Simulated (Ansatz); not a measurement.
This singlet is an excited state, 0.15 eV above the relaxed triplet at the level frozen-core CCSD(T)/aug-cc-pVTZ // PBE-D3(BJ)/def2-SVPD (Ansatz, a program for electronic structure).

Method: frozen-core CCSD(T)/aug-cc-pVTZ // PBE-D3(BJ)/def2-SVPD (Ansatz). The restricted HF reference is unstable towards unrestricted orbitals.

Ansatz 0.2 input:
```yaml
crystal:
  periodic: [false, false, false]
  atoms:
    - { symbol: B, position_ang: [-0.827881, 0.547125, 0.034694] }
    - { symbol: C, position_ang: [0.621428, 0.053337, 0.01163] }
    - { symbol: N, position_ang: [1.79467, -0.176082, 0.006774] }
    - { symbol: H, position_ang: [-1.588216, -0.424378, -0.053099] }
basis:
  gaussian: { orbitals: aug-cc-pVTZ }
correlation:
  method: ccsd_t
total_charge: -1
```

Output:

```
Functional definition: HF
950 factors; integrals over basis functions are off by at most 1.1e-3 eV
mean field evaluation 1: about -3196.9269 eV, gradient 1.8e1 eV
mean field evaluation 2: about -3196.9316 eV, gradient 1.8e1 eV
mean field evaluation 4: about -3198.3995 eV, gradient 3.3e0 eV
mean field evaluation 8: about -3198.4534 eV, gradient 3.7e-1 eV
mean field evaluation 16: about -3198.3933 eV, gradient 3.3e0 eV
mean field evaluation 32: about -3195.6666 eV, gradient 3.8e-3 eV
mean field -3198.45631775 eV, -117.5411016857 hartree, gradient 9.5e-6 eV, S^2 0.000000; 1 other end points of the search recorded, 0 dependent functions left out; unrestricted orbitals would lower it
determinant -3198.45631775 eV, -117.5411016857 hartree, with singles and doubles -3211.27566163 eV, -118.0122038839 hartree
determinant -3195.66659732 eV, -117.4385813509 hartree, with singles and doubles -3208.90518719 eV, -117.9250905553 hartree
3 core orbitals not correlated
reference -3198.45631775 eV, -117.5411016857 hartree; 7, 7 occupied and 151, 151 virtual orbitals, 950 factors
second order -12.32202630 eV of doubles, -0.00000000 eV of singles
cycle   1  -12.61236482 eV  change   -7.9e-1 eV  update   2.8e-2
cycle   2  -12.65175887 eV  change   -3.9e-2 eV  update   7.2e-3
cycle   3  -12.64982414 eV  change    1.9e-3 eV  update   3.5e-3
cycle   4  -12.64969379 eV  change    1.3e-4 eV  update   1.4e-3
cycle   5  -12.65048434 eV  change   -7.9e-4 eV  update   5.9e-4
cycle   6  -12.65043869 eV  change    4.6e-5 eV  update   3.0e-4
cycle   7  -12.65054189 eV  change   -1.0e-4 eV  update   1.5e-4
cycle   8  -12.65064917 eV  change   -1.1e-4 eV  update   7.1e-5
cycle   9  -12.65064680 eV  change    2.4e-6 eV  update   2.8e-5
cycle  10  -12.65063501 eV  change    1.2e-5 eV  update   1.1e-5
perturbative correction -0.73036001 eV, -0.0268402353 hartree
Total energy: -3211.83731277 eV, -118.0328441827 hartree
```

Cost: about 22 core-seconds (a rough figure).
